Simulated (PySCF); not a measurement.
CH7ClFNSi2, SMILES CN[SiH2][Si@@H](F)Cl.

Geometry: B3LYP-D3(BJ)/def2-SVP. The structure was generated by enumeration; whether it is a known compound was not checked. One conformer was computed; it need not be the lowest.

Calculation: PySCF with TDDFT-M06-2X/def2-SVPD.

Vertical excitations. Isolated molecule, no solvent.

| state | energy (eV) | λ (nm) | f | main pairs |
|---|---|---|---|---|
| S1 | 5.34 | 232 | 0.002 | HOMO→LUMO 93 % |
| S2 | 6.15 | 201 | 0.025 | HOMO→LUMO+1 87 % |
| S3 | 6.43 | 193 | 0.015 | HOMO−1→LUMO 60 %, HOMO→LUMO+2 28 % |
| S4 | 6.72 | 184 | 0.029 | HOMO→LUMO+2 40 %, HOMO−1→LUMO 31 %, HOMO→LUMO+4 6 %, HOMO−1→LUMO+1 6 % |
| S5 | 6.91 | 179 | 0.007 | HOMO−1→LUMO+1 40 %, HOMO→LUMO+3 32 %, HOMO→LUMO+2 9 %, HOMO→LUMO+6 7 % |
| S6 | 7.10 | 175 | 0.082 | HOMO→LUMO+3 43 %, HOMO−1→LUMO+1 40 % |
| S7 | 7.31 | 170 | 0.031 | HOMO→LUMO+5 24 %, HOMO→LUMO+4 22 %, HOMO→LUMO+7 15 %, HOMO→LUMO+6 14 % |
| S8 | 7.47 | 166 | 0.022 | HOMO→LUMO+4 46 %, HOMO→LUMO+5 27 %, HOMO→LUMO+7 14 % |
| S9 | 7.87 | 158 | 0.021 | HOMO−1→LUMO+2 31 %, HOMO→LUMO+7 18 %, HOMO→LUMO+6 17 % |
| S10 | 8.03 | 154 | 0.053 | HOMO−1→LUMO+3 33 %, HOMO−1→LUMO+2 16 %, HOMO→LUMO+9 13 %, HOMO→LUMO+7 9 % |
| T1 | 5.05 | 245 | 0 | HOMO→LUMO 89 % |
| T2 | 5.75 | 216 | 0 | HOMO→LUMO+1 73 %, HOMO−1→LUMO+1 19 % |
| T3 | 5.92 | 210 | 0 | HOMO−1→LUMO 79 % |
| T4 | 6.53 | 190 | 0 | HOMO−1→LUMO+1 35 %, HOMO→LUMO+3 17 %, HOMO→LUMO+2 16 %, HOMO→LUMO+1 9 % |
Triplets are in the Tamm–Dancoff approximation, which puts them higher than full response would, so one can lie above its singlet here.
